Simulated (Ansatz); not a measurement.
Relaxation of CH₄AlNO₂ (9 atoms, charge 0, multiplicity 1), to a largest force component of 0.015 eV/Å in at most 40 steps.

Theory: Ansatz 0.2.0, RKS B3LYP-D4/6-31G*.

```xyz
9
Properties=species:S:1:pos:R:3
N 0.550 1.112 1.365
Al -0.234 -0.264 0.301
O -0.923 -1.762 1.106
C -0.196 -0.099 -1.662
O 0.172 0.882 -2.219
H 1.480 1.319 1.019
H -0.008 2.022 1.113
H -0.074 -2.357 1.172
H -0.680 -0.898 -2.213
```

Q: Where does it end, and by what steps?

A: It converged. After 14 steps the energy has fallen by 1.260 eV; H7 moved furthest, 1.39 Å.

```
step  energy less start (eV)  largest force component (eV/Å)  accepted
   0                  0.0000                           3.008       yes
   1                 -0.3093                           1.991       yes
   2                 -0.3975                           3.203       yes
   3                 -0.7412                           1.265       yes
   4                 -0.8738                           0.545       yes
   5                 -0.9700                           0.183       yes
   6                 -1.0041                           0.456       yes
   7                 -1.0612                           0.337       yes
   8                 -1.1334                           0.522       yes
   9                 -1.1993                           0.340       yes
  10                 -1.2316                           0.297       yes
  11                 -1.2386                           0.640       yes
  12                 -1.2587                           0.151       yes
  13                 -1.2601                           0.075       yes
  14                 -1.2603                           0.009       yes
```

```xyz
9
Properties=species:S:1:pos:R:3
N 0.526 1.068 1.047
Al -0.122 -0.342 0.192
O -0.683 -1.789 0.911
C -0.161 -0.138 -1.808
O 0.268 0.914 -2.263
H 0.839 1.880 0.528
H 0.644 1.211 2.041
H -0.680 -1.945 1.863
H -0.543 -0.906 -2.528
```

Time of the run: 82 s on 1 thread of Intel(R) Xeon(R) Platinum 8259CL CPU @ 2.50GHz (Skylake/Cascade Lake), on a shared host, peak memory 0.23 GiB.
